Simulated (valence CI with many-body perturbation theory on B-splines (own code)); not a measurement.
**Ir38+: calculated level list**

Method: configuration interaction combined with many-body perturbation theory (CI+MBPT): three valence electrons over a frozen Dirac-Fock core [Kr], a basis of 9 s, 9 p, 10 d, 8 f, 5 g, 3 h, 1 i functions for each j, with the one-electron correlation potential Σ1 (screened to all orders), the two-electron term Σ2, the three-electron term Σ3, Breit, model QED; selected single and double excitations, second order for the rest (own B-spline code, finite nucleus).

No measured spectrum was set against this ion. As an estimate, large intervals hold to a few tenths of a per cent, small ones and those within an open d or f shell to about a per cent. Only levels of the ground parity were solved; by the run's estimate the other parity begins above the list, which can be wrong where configurations are misplaced.

Levels 1 to 19 of 19, with energies above the lowest level, (4d3/2^3) J=3/2. "Leading %" is the weight of the configuration and term that name the level; weights of strongly mixed levels are sums over their largest components and can fall short. In the jj column 3d3/2^4 stands for four electrons in 3d with j = 3/2. Lifetimes count E1, E2, E3, M1 and M2 decay at the calculated energies, and are blank where another channel may lead or the interval is too uncertain; long ones can be off by a factor of two.

```
No.  Configuration  Term     J  E (cm⁻¹)  Leading %  Lifetime  Second component             Leading jj
  1            4d3    4F   3/2         0         48                 37 % 4d3 2D         4d3/2^3 (98 %)
  2            4d3    4F   5/2    155720         83   10.7 μs       15 % 4d3 2D   4d3/2^2 4d5/2 (99 %)
  3            4d3    4P   3/2    175740         39   13.2 μs       31 % 4d3 4F   4d3/2^2 4d5/2 (98 %)
  4            4d3    2G   7/2    189210         48   1.84 ms       35 % 4d3 4F   4d3/2^2 4d5/2 (96 %)
  5            4d3    2H   9/2    191390         45    13.3 s       42 % 4d3 2G   4d3/2^2 4d5/2 (99 %)
  6            4d3    4P   1/2    193030         59   34.9 μs       41 % 4d3 2P  4d3/2^2 4d5/2 (100 %)
  7            4d3    2D   5/2    263720         39   77.3 μs       38 % 4d3 4P   4d3/2^2 4d5/2 (93 %)
  8            4d3    4F   7/2    342030         63   5.62 μs       34 % 4d3 2G   4d3/2 4d5/2^2 (98 %)
  9            4d3    4F   9/2    357330         52   9.73 μs       42 % 4d3 2H   4d3/2 4d5/2^2 (97 %)
 10            4d3    4P   3/2    371640         41   4.61 μs       38 % 4d3 2D   4d3/2 4d5/2^2 (99 %)
 11            4d3    2P   1/2    381270         59   7.19 μs       41 % 4d3 4P  4d3/2 4d5/2^2 (100 %)
 12            4d3    2D   5/2    386820         40   9.17 μs       35 % 4d3 4P   4d3/2 4d5/2^2 (93 %)
 13            4d3    2H  11/2    389380        100   23.4 μs                    4d3/2 4d5/2^2 (100 %)
 14            4d3    2D   5/2    412900         45   14.5 μs       40 % 4d3 2F   4d3/2 4d5/2^2 (97 %)
 15            4d3    2F   7/2    417160         80   17.9 μs       18 % 4d3 2G   4d3/2 4d5/2^2 (98 %)
 16            4d3    2D   3/2    477900         74   8.13 μs       20 % 4d3 2P   4d3/2 4d5/2^2 (93 %)
 17            4d3    2G   9/2    542110         51   4.63 μs       35 % 4d3 4F         4d5/2^3 (98 %)
 18            4d3    2D   3/2    586000         48   4.38 μs       38 % 4d3 2P         4d5/2^3 (93 %)
 19            4d3    2D   5/2    619920         61   3.41 μs       22 % 4d3 2F         4d5/2^3 (96 %)
```

The ionisation energy to 4d2 3F_2 of the next ion comes out as 1741.4 eV (NIST: 1739 ± 4 eV (theoretical)). All 19 levels together are meant to be complete up to 644710 cm⁻¹.
